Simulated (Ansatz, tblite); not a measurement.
Removing and adding an electron: closo-2-SB4 (no H on S) (B₄H₄S). Charge 0, multiplicity 1. Geometry: PBE-D4/def2-SVP. Ansatz, gas phase; energy differences of separate SCF runs; the oxidised species was run as a doublet alone; the reduced species was run as a doublet alone.

Cartesian coordinates in Å:
```
S -0.596 0.739 -1.117
B -0.484 -0.786 0.222
B -0.813 0.744 0.800
B 0.735 -0.647 -0.946
B 0.784 0.414 0.340
H -1.139 -1.788 0.364
H -1.517 1.468 1.445
H 1.310 -1.211 -1.834
H 1.720 1.067 0.726
```

The xTB rows come from tblite.

```
               level  −HOMO (eV)  vertical IE (eV)  −LUMO (eV)  vertical EA (eV)  HOMO–LUMO gap (eV)  IE − EA (eV)                       remarks
    PBE-D4/def2-TZVP        6.09              9.08        3.22                 –                2.86             –                             –
   PBE-D4/def2-TZVPD        6.09                 –        3.25              0.60                2.84             –  HOMO above zero (-1 doublet)
r2SCAN-D4/def2-TZVPD        6.24                 –        3.15              0.58                3.09             –  HOMO above zero (-1 doublet)
   PBE0-D4/def2-TZVP        7.05              9.05        2.42                 –                4.63             –                             –
```

(1) Estimate the rows for GFN1-xTB, GFN2-xTB, r2SCAN-D4/def2-TZVP, PBE0-D4/def2-TZVPD.

## Answers

(1) 
```tsv
level	−HOMO (eV)	vertical IE (eV)	−LUMO (eV)	vertical EA (eV)	HOMO–LUMO gap (eV)	IE − EA (eV)	remarks
GFN1-xTB	10.25	13.46	7.76	4.66	2.49	8.80	–
GFN2-xTB	9.00	12.36	6.55	3.49	2.45	8.88	–
r2SCAN-D4/def2-TZVP	6.24	8.98	3.13	–	3.11	–	–
PBE0-D4/def2-TZVPD	7.05	–	2.45	0.64	4.61	–	HOMO above zero (-1 doublet)
```

   A HOMO above zero means that the electron is unbound at that level or that self-interaction error raises the level; the energy of removing that electron tells which. Raw xTB energy differences between charge states are shifted by several eV; the methods need an empirical correction for them.
